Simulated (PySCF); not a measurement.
# Spinor energies of I³⁺ (iodine, charge +3)

Start: [Kr] 4d10 5s1 5p3; 5s1/2 filled at m_j = +1/2; 5p3/2 filled at m_j = -1/2, +1/2, +3/2. Calculated with PySCF 2.14 in x2c-SVPall-2c with one added diffuse shell each of s, p type (7s9p4d, 54 functions): generalised Hartree-Fock with the X2C-1e Hamiltonian and a Gaussian nucleus; one run each with spin-orbit coupling (SO) switched off, then screened by Boettger's factors. This is a chosen level, not necessarily the ground level.

```csv
spinor shell,electrons,"ε, spin-free (eV)","ε, screened SO (eV)",weight of nominal j (screened SO),"rms radius, screened SO (bohr)"
1s1/2,2,-33363.9,-33360.2,1.000,0.0312
2s1/2,2,-5282.9,-5281.8,1.000,0.127
2p1/2,2,-4739.6,-4947.6,1.000,0.109
2p3/2,4,-4739.6,-4645.6,1.000,0.115
3s1/2,2,-1136.4,-1136.0,1.000,0.334
3p1/2,2,-955.92,-996.12,1.000,0.327
3p3/2,4,-955.92,-937.55,1.000,0.338
3d3/2,4,-685.74,-692.70,1.000,0.311
3d5/2,6,-685.74,-680.74,1.000,0.314
4s1/2,2,-244.64,-244.54,1.000,0.788
4p1/2,2,-185.55,-193.39,0.997,0.827
4p3/2,4,-185.55,-181.89,0.999,0.851
4d3/2,4,-96.055,-97.170,0.927,0.992
4d5/2,6,-96.055,-95.195,0.951,0.991
5s1/2,1,-57.516,-57.433,1.000,1.96
5p3/2,3,-41.601,-41.629,0.604,2.23
```

| quantity | spin-free | screened SO |
| --- | --- | --- |
| E (hartree) | -7108.57406 | -7110.66819 |
| M_J | 2 | 2 |
| ⟨J²⟩ | 6.002 | 6.002 |
| ⟨L²⟩ | 0.000 | 0.062 |
| ⟨S²⟩ | 6.002 | 5.935 |

Each row is a mean over spinors that exchange with the open shell spreads, by up to 1.600 eV (4s1/2).

Rows whose weight is well below 1 are mixtures of j = l ± 1/2: exchange outweighs spin-orbit coupling there, and the label is only the starting occupation.

Breit and QED terms are absent; they matter most for the inner s and p1/2 levels.

Densities and radii are taken from the X2C orbitals without a picture-change correction, which distorts them close to the nucleus.

Without spin-orbit coupling the j labels of p, d and f shells carry no meaning; the spin-free column gives the mean over the occupied spinors of each nl shell.
